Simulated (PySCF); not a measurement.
## Partial charges of `C#C[C@@H]1[SiH2]O[Si@@H]1O[SiH3]`

C₃H₈O₂Si₃.
Cartesian coordinates in Å at the GFN2-xTB level; atoms count from 1:
```xyz
16
C3H8O2Si3 angstrom
C     -1.0772    2.4005    0.1183
C     -1.2415    1.2448   -0.1591
C     -1.3715   -0.1453   -0.4573
Si    -1.5352   -1.3850    1.0172
O     -0.1740   -2.1482    0.4548
Si     0.2515   -1.1318   -0.7889
O      1.5935   -0.3209   -0.4479
Si     2.3608    0.6656    0.5987
H     -0.9735    3.4182    0.3483
H     -2.1353   -0.2839   -1.2237
H     -1.2849   -0.8383    2.3414
H     -2.6412   -2.3243    0.9108
H      0.4885   -1.8822   -2.0007
H      3.6010   -0.0464    0.9062
H      2.5776    1.8956   -0.1583
H      1.5538    0.8906    1.7959
```

Density: PBE0/pcSseg-1 (PySCF); schemes: Mulliken, IAO, Hirshfeld and ESP-fitted. The structure is a single GFN2-xTB conformer in the gas phase; no vibrational or solvent corrections.

Task: What partial charge does each atom carry?

Result: In e:

| atom | environment | Mulliken | IAO | Hirshfeld | ESP-fitted |
| --- | --- | --- | --- | --- | --- |
| C1 | terminal alkyne carbon | -0.373 | -0.286 | -0.134 | -0.596 |
| C2 | alkyne carbon | +0.308 | -0.022 | -0.051 | +0.237 |
| C3 | sp3 carbon bound to silicon | -0.860 | -0.707 | -0.191 | -0.647 |
| Si4 | oxygen-bound silicon | +0.840 | +1.020 | +0.424 | +0.704 |
| O5 | siloxane oxygen | -0.703 | -0.909 | -0.335 | -0.565 |
| Si6 | oxygen-bound silicon | +1.179 | +1.329 | +0.485 | +0.861 |
| O7 | siloxane oxygen | -0.724 | -0.871 | -0.294 | -0.467 |
| Si8 | oxygen-bound silicon | +0.723 | +0.883 | +0.392 | +0.559 |
| H9 | alkyne hydrogen | +0.038 | +0.199 | +0.086 | +0.336 |
| H10 | methine hydrogen | +0.191 | +0.185 | +0.053 | +0.213 |
| H11 | Si–H hydrogen | -0.085 | -0.128 | -0.065 | -0.094 |
| H12 | Si–H hydrogen | -0.100 | -0.132 | -0.069 | -0.115 |
| H13 | Si–H hydrogen | -0.095 | -0.142 | -0.065 | -0.121 |
| H14 | Si–H hydrogen | -0.116 | -0.140 | -0.079 | -0.109 |
| H15 | Si–H hydrogen | -0.113 | -0.137 | -0.079 | -0.104 |
| H16 | Si–H hydrogen | -0.110 | -0.143 | -0.077 | -0.091 |

Mean size of the charges over all atoms: IAO 0.452 e, Mulliken 0.410 e, ESP-fitted 0.364 e, Hirshfeld 0.180 e. Each set sums to the total charge, 0, to within 0.001 e. The Hirshfeld scheme weights the molecular density at each point by an atom's share of the summed free-atom densities.

Lowest charge. The schemes don't all agree: Mulliken C3 (-0.860); IAO O5 (-0.909); Hirshfeld O5 (-0.335); ESP-fitted C3 (-0.647).

Highest charge. All schemes agree: Mulliken Si6 (+1.179); IAO Si6 (+1.329); Hirshfeld Si6 (+0.485); ESP-fitted Si6 (+0.861).

Task: Sum the charges by element.

Result: 
```csv
element,atoms,Mulliken,IAO,Hirshfeld,ESP-fitted
C,3,-0.924,-1.015,-0.376,-1.006
Si,3,+2.742,+3.232,+1.301,+2.124
O,2,-1.427,-1.780,-0.630,-1.032
H,8,-0.391,-0.438,-0.295,-0.086
```

Task: How many electrons does the Hirshfeld scheme count on Si8?

Result: Z − q = 14 − (+0.392) = 13.608.

Task: How closely do the schemes follow one another over all atoms?

Result: Correlation coefficient and root-mean-square difference: IAO with Hirshfeld 0.99, 0.380 e; Mulliken with IAO 0.98, 0.141 e; Mulliken with ESP-fitted 0.97, 0.162 e; Mulliken with Hirshfeld 0.95, 0.330 e; IAO with ESP-fitted 0.95, 0.237 e; Hirshfeld with ESP-fitted 0.93, 0.241 e.
